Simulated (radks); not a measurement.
Values are calculated unless marked as measured or tabulated.
Task: Radial electron density D(r) = 4 pi r^2 rho(r) of an atom or ion with 38 electrons. Level of theory: non-relativistic Kohn-Sham, PBE, spin-polarised, spherical densities, point nucleus (a radial shooting solver on a logarithmic mesh with Libxc functionals).

```
   r/bohr * D(r) (the largest magnitude, 61.7, reaches the edge; | marks zero)
 0.001406 |*
 0.001831 | *
 0.002403 |  *
 0.003154 |   *
 0.004107 |     *
  0.00539 |         *
 0.007019 |              *
 0.009213 |                    *
    0.012 |                            *
  0.01575 |                                    *
  0.02067 |                                          *
  0.02691 |                                            *
  0.03533 |                                          *
    0.046 |                                      *
  0.06038 |                                      *
  0.07925 |                                              *
   0.1032 |                                                      *
   0.1355 |                                                     *
   0.1764 |                                         *
   0.2315 |                                  *
   0.3039 |                                       *
   0.3957 |                                        *
   0.5194 |                           *
   0.6763 |            *
   0.8877 |        *
    1.156 |        *
    1.517 |     *
    1.991 | *
    2.593 |*
    3.404 *
    4.432 *
    5.818 *
```

What is the nuclear charge?

Result: Z = 41. The innermost maximum, from 1s, lies near 1/Z = 0.0244 bohr (found: 0.0267), and its height grows with Z. The density is that of the niobium ion Nb3+ in [Kr] 4d(up 1.75, down 0.25); the configuration itself is not fixed sharply by these data, and Z only to a few units. D(r) has 4 maxima, at r = 0.0267, 0.115, 0.357, 1.03 bohr, and minima at 0.0527, 0.232, 0.909 bohr, inside which lie 2.05, 11.16, 29.39 electrons.
